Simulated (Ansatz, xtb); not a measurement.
Breaking the H–H spacing in H10 chain (multiplicity 1 held). Energies count from the point at 0.900 Å.
Geometry at that point (charge 0, multiplicity 1):
```xyz
10

H      0.0000     0.0000     0.0000
H      0.0000     0.0000     0.9000
H      0.0000     0.0000     1.8000
H      0.0000     0.0000     2.7000
H      0.0000     0.0000     3.6000
H      0.0000     0.0000     4.5000
H      0.0000     0.0000     5.4000
H      0.0000     0.0000     6.3000
H      0.0000     0.0000     7.2000
H      0.0000     0.0000     8.1000
```

R- and RO- levels are restricted; in cc, def2 and unpolarised 6-31G sets they are followed outwards from rest. U- levels take the lowest unrestricted solution at each point, which mixes spins at long bonds. Active spaces are followed from rest. Left out are points that failed, MP2 points in a non-variational dive below the minimum, coupled-cluster points behind a sign of a changed root (a jump of the amplitudes, or a one-step jump against full CI or MRCI), small-basis points behind a change of solution, and semi-empirical points at long bonds. Levels need not reach the same state.

Codes used: Ansatz (Gaussian basis) for Hartree–Fock, density functionals and correlated methods; xtb for the GFN methods.  The GFN methods have no spin term and hold the electronic entropy of 300 K.

Energies in kJ/mol.

```csv
R (Å),GFN2-xTB,R-HF/cc-pVDZ,U-HF/cc-pVDZ,U-CCSD(T)/cc-pVDZ,"FIC-MRCISD+Q on CASSCF(10,10)/cc-pVDZ"
0.700,1223,777,779,805,805
0.800,410,208,210,221,222
0.900,0,0,0,0,0
1.100,-171,106,50,84,70
1.300,36,485,310,420,390
1.500,358,932,570,774,740
1.800,860,left out,822,1181,1156
2.100,1288,2129,934,1412,1399
2.500,1697,2714,985,1541,1538
3.000,1976,left out,1000,1586,1587
3.600,2100,3656,1003,1596,1598
```

Doubts at one or more of the structures used: a restricted determinant that unrestricted orbitals would lower (R-HF/cc-pVDZ); a spin-contaminated determinant (U-HF/cc-pVDZ, U-CCSD(T)/cc-pVDZ); T1 above 0.05 (U-CCSD(T)/cc-pVDZ); the program's own flag: large difference (U-CCSD(T)/cc-pVDZ); the program's own flag: other amplitudes (U-CCSD(T)/cc-pVDZ).

Ansatz is a program for electronic structure.
